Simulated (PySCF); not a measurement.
Compound: C7H12.
Structure used (GFN2-xTB), in Å, numbered top down from 1:
```xyz
19
C7H12 angstrom
C     -2.140    0.036   -0.369
C     -1.232   -0.727    0.607
C     -0.006    0.003    0.039
C     -0.932    0.860   -0.838
C      1.017    0.672    0.969
C      2.159   -0.043    0.231
C      1.128   -0.797   -0.622
H     -2.937    0.611    0.098
H     -2.569   -0.592   -1.146
H     -1.219   -1.809    0.481
H     -1.422   -0.497    1.654
H     -0.723    0.813   -1.905
H     -0.968    1.905   -0.533
H      0.911    0.378    2.012
H      1.040    1.759    0.912
H      2.786   -0.674    0.857
H      2.796    0.626   -0.342
H      1.081   -1.865   -0.417
H      1.221   -0.650   -1.697
```

Theory: TDDFT CAM-B3LYP/def2-SVPD, vertical, gas phase, core orbitals frozen in the response in PySCF.

Ground-to-excited transition dipoles (e·a0, same axes as the geometry; the sign carries no meaning), for the states with f of 0.002 or more among the lowest 7:

| state | E (hartree) | μx | μy | μz |
| --- | --- | --- | --- | --- |
| S1 | 0.2801 | -0.127 | 0.028 | -0.014 |
| S3 | 0.2977 | 0.083 | 0.074 | -0.584 |
| S4 | 0.2978 | -0.015 | -0.592 | -0.076 |
| S7 | 0.3114 | 0.069 | -0.081 | -0.009 |

(1) What oscillator strength does each state have?

(2) What angle do the transition dipoles of S3 and S4 make?

Answers

(1) f = (2/3) ΔE |μ|² with ΔE in hartree (27.2114 eV).

```csv
state,|μ|² (au),|μ| (D),f
S1,0.017,0.33,0.003
S3,0.353,1.51,0.070
S4,0.356,1.52,0.071
S7,0.011,0.27,0.002
```

(2) |cos θ| = |μa·μb| / (|μa| |μb|) = 0.00, so θ ≈ 90° (taken between 0 and 90°, since the signs are arbitrary).

Without π bonds the low states may be Rydberg-like; a valence basis with one diffuse set may place them up to an eV too high.
